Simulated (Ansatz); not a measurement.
One change: `N=[C]([SiH3])[GeH3]` becomes `N=[C](F)[GeH3]`.

Ansatz, PBE0-D4/def2-TZVP geometries, multiplicity 1. Each molecule was computed in one conformer, which needn't be the lowest.

Scalar relativity is left out up to krypton.

```csv
property,`N=[C]([SiH3])[GeH3]`
LUMO energy (PBE/def2-TZVPP) / eV,-2.32
size of the dipole moment (ωB97M-V/def2-TZVPP) / D,1.49
LUMO energy (PBE0/def2-TZVPP) / eV,-1.24
LUMO energy (ωB97M-V/def2-TZVPP) / eV,0.99
HOMO–LUMO gap (B3LYP/def2-TZVPP) / eV,5.24
size of the dipole moment (B3LYP/def2-TZVPP) / D,1.40
```

**Question.** What does the change do to each property? (An estimate is asked.)

**Answer.** The calculation gave: 
```json
{"property": "LUMO energy (PBE/def2-TZVPP) / eV", "`N=[C](F)[GeH3]`": "-1.65", "shift": "0.67"}
{"property": "size of the dipole moment (ωB97M-V/def2-TZVPP) / D", "`N=[C](F)[GeH3]`": "3.08", "shift": "1.59"}
{"property": "LUMO energy (PBE0/def2-TZVPP) / eV", "`N=[C](F)[GeH3]`": "-0.61", "shift": "0.63"}
{"property": "LUMO energy (ωB97M-V/def2-TZVPP) / eV", "`N=[C](F)[GeH3]`": "1.60", "shift": "0.61"}
{"property": "HOMO–LUMO gap (B3LYP/def2-TZVPP) / eV", "`N=[C](F)[GeH3]`": "7.10", "shift": "1.86"}
{"property": "size of the dipole moment (B3LYP/def2-TZVPP) / D", "`N=[C](F)[GeH3]`": "2.98", "shift": "1.58"}
```

With PBE0 the HOMO falls by 1.28 eV and the LUMO rises by 0.63 eV, so the gap widens by about 1.91 eV. PBE moves the HOMO by -1.11 eV and ωB97M-V by -1.40 eV. Dipoles are sizes alone; their direction can turn.

B3LYP here is the variant with VWN-RPA as its local correlation; programs differ in this.
